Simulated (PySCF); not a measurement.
Basis-set dependence of population analyses: `ClCCB(Cl)Cl`

Species: C2H4BCl3.
Cartesian coordinates in Å at the PBE0-D3(BJ)/def2-SVP level; atoms count from 1:
```
atom  x, y, z in Å
Cl1   -2.7216   -0.0440    0.4321
C2    -1.0048   -0.5499    0.4610
C3    -0.1060    0.4982   -0.1562
B4     1.4246    0.1773   -0.1730
Cl5    2.5594    1.3549   -0.7996
Cl6    2.0621   -1.3462    0.4179
H7    -0.7454   -0.7389    1.5114
H8    -0.9436   -1.5054   -0.0769
H9    -0.4109    0.6996   -1.1997
H10   -0.2380    1.4685    0.3558
```

PBE0 throughout (PySCF), one geometry, spherical d and f functions. Isolated species at its PBE0-D3(BJ)/def2-SVP geometry (one conformer only). Atoms taken as equivalent share a column and are averaged.

Mulliken charges (e):

| basis | functions | Cl1 | C2 | C3 | B4 | Cl5/Cl6 | H7/H8 | H9/H10 |
| --- | --- | --- | --- | --- | --- | --- | --- | --- |
| pcSseg-0 | 74 | -0.033 | -0.624 | -0.792 | +0.585 | -0.169 | +0.305 | +0.296 |
| 6-31G* | 104 | -0.061 | -0.455 | -0.453 | +0.181 | -0.067 | +0.233 | +0.228 |
| cc-pVDZ | 116 | -0.132 | -0.123 | -0.074 | +0.119 | -0.078 | +0.098 | +0.085 |
| def2-SVP | 116 | -0.178 | -0.048 | -0.116 | +0.101 | -0.065 | +0.092 | +0.093 |
| aug-cc-pVDZ | 186 | -0.103 | +0.067 | +0.733 | +0.402 | -0.246 | -0.141 | -0.163 |
| 6-311+G(2d,p) | 210 | +0.067 | -0.383 | -0.626 | +0.588 | -0.195 | +0.188 | +0.185 |
| def2-TZVP | 228 | -0.158 | -0.123 | -0.300 | +0.185 | -0.100 | +0.146 | +0.151 |
| cc-pVTZ | 248 | -0.173 | -0.112 | -0.215 | +0.120 | -0.073 | +0.132 | +0.131 |
| IGLO-III | 277 | -0.003 | -0.259 | -0.450 | +0.270 | -0.090 | +0.150 | +0.161 |

IAO charges (e):

```json
{"basis": "pcSseg-0", "functions": "74", "Cl1": "-0.106", "C2": "-0.255", "C3": "-0.431", "B4": "+0.149", "Cl5/Cl6": "-0.040", "H7/H8": "+0.173", "H9/H10": "+0.188"}
{"basis": "6-31G*", "functions": "104", "Cl1": "-0.116", "C2": "-0.228", "C3": "-0.423", "B4": "+0.180", "Cl5/Cl6": "-0.050", "H7/H8": "+0.164", "H9/H10": "+0.180"}
{"basis": "cc-pVDZ", "functions": "116", "Cl1": "-0.117", "C2": "-0.222", "C3": "-0.422", "B4": "+0.185", "Cl5/Cl6": "-0.052", "H7/H8": "+0.161", "H9/H10": "+0.179"}
{"basis": "def2-SVP", "functions": "116", "Cl1": "-0.111", "C2": "-0.217", "C3": "-0.417", "B4": "+0.177", "Cl5/Cl6": "-0.047", "H7/H8": "+0.156", "H9/H10": "+0.175"}
{"basis": "aug-cc-pVDZ", "functions": "186", "Cl1": "-0.123", "C2": "-0.224", "C3": "-0.429", "B4": "+0.189", "Cl5/Cl6": "-0.055", "H7/H8": "+0.165", "H9/H10": "+0.183"}
{"basis": "6-311+G(2d,p)", "functions": "210", "Cl1": "-0.119", "C2": "-0.230", "C3": "-0.430", "B4": "+0.184", "Cl5/Cl6": "-0.052", "H7/H8": "+0.166", "H9/H10": "+0.183"}
{"basis": "def2-TZVP", "functions": "228", "Cl1": "-0.116", "C2": "-0.230", "C3": "-0.431", "B4": "+0.187", "Cl5/Cl6": "-0.053", "H7/H8": "+0.165", "H9/H10": "+0.182"}
{"basis": "cc-pVTZ", "functions": "248", "Cl1": "-0.118", "C2": "-0.229", "C3": "-0.431", "B4": "+0.190", "Cl5/Cl6": "-0.054", "H7/H8": "+0.166", "H9/H10": "+0.183"}
{"basis": "IGLO-III", "functions": "277", "Cl1": "-0.114", "C2": "-0.233", "C3": "-0.431", "B4": "+0.181", "Cl5/Cl6": "-0.050", "H7/H8": "+0.166", "H9/H10": "+0.183"}
```

Some averages cover members that differ in this geometry, most widely: Cl5/Cl6, Mulliken in aug-cc-pVDZ -0.272 to -0.220 e.

Which scheme is steadiest as the basis changes?

Largest range over the bases for any column: IAO 0.04 e, Mulliken 1.53 e. IAO charges move least and Mulliken charges most, counted in e.

How much do the charges still move between the two largest bases, cc-pVTZ and IGLO-III?

At most, over all atoms: Mulliken 0.235 e, IAO 0.010 e.

What do the same runs give for the total energy, the frontier levels and the dipole moment?

```json
{"basis": "pcSseg-0", "energy (Eh)": "-1481.7726", "HOMO (eV)": "-8.56", "LUMO (eV)": "-1.76", "μ (D)": "0.60"}
{"basis": "6-31G*", "energy (Eh)": "-1483.5230", "HOMO (eV)": "-8.45", "LUMO (eV)": "-1.49", "μ (D)": "0.72"}
{"basis": "cc-pVDZ", "energy (Eh)": "-1483.6048", "HOMO (eV)": "-8.40", "LUMO (eV)": "-1.41", "μ (D)": "0.74"}
{"basis": "def2-SVP", "energy (Eh)": "-1483.0778", "HOMO (eV)": "-8.28", "LUMO (eV)": "-1.30", "μ (D)": "0.77"}
{"basis": "aug-cc-pVDZ", "energy (Eh)": "-1483.6170", "HOMO (eV)": "-8.55", "LUMO (eV)": "-1.61", "μ (D)": "0.79"}
{"basis": "6-311+G(2d,p)", "energy (Eh)": "-1483.6500", "HOMO (eV)": "-8.54", "LUMO (eV)": "-1.64", "μ (D)": "0.81"}
{"basis": "def2-TZVP", "energy (Eh)": "-1483.6597", "HOMO (eV)": "-8.48", "LUMO (eV)": "-1.55", "μ (D)": "0.77"}
{"basis": "cc-pVTZ", "energy (Eh)": "-1483.6787", "HOMO (eV)": "-8.49", "LUMO (eV)": "-1.53", "μ (D)": "0.78"}
{"basis": "IGLO-III", "energy (Eh)": "-1483.6514", "HOMO (eV)": "-8.45", "LUMO (eV)": "-1.53", "μ (D)": "0.70"}
```

The dipole is fixed by the density alone, so its range of 0.21 D shows that the density itself changes with the basis, not only its division among atoms.
